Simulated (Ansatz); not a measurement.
The cluster Li7Sn2. Charge 0, multiplicity 2. Geometry B3LYP-D4/def2-SVP, basis def2-TZVP, Ansatz.

```csv
atom,x (Å),y (Å),z (Å)
Li1,-2.4354,-1.9777,0.8655
Li2,0.6154,-2.5255,1.4166
Li3,-0.3836,0.3722,1.5923
Li4,1.6589,2.6298,1.4674
Li5,-2.0941,0.9169,-1.0760
Li6,2.0758,-0.1301,-0.0394
Li7,0.6205,0.1777,-2.7821
Sn8,-0.4398,-1.3398,-0.7386
Sn9,0.3822,1.8765,-0.7057
```

```csv
run,HOMO (eV),LUMO (eV)
A,-3.14,-1.78
B,-3.93,-0.87
C,-2.76,-2.30
D,-2.81,-2.05
```

In the def2 sets Sn takes a core potential; there is no spin–orbit coupling. Another isomer (doublet) lies 0.05 eV lower at PBE0-D4/def2-TZVP; other spin states weren't run for this one.

HOMO and LUMO are taken over both spins.

Question: The runs used PBE, PBE0, r2SCAN, ωB97M-V. Estimate which is which.

Answer: A PBE0 (25 % exact exchange); B ωB97M-V (range-separated); C PBE (0 % exact exchange); D r2SCAN (0 % exact exchange). Exact exchange lowers occupied and raises empty levels; among semilocal functionals meta-GGAs tend to open the gap a little, and such runs are hard to tell apart. The gap grows from 0.46 eV (PBE) to 3.06 eV (ωB97M-V).
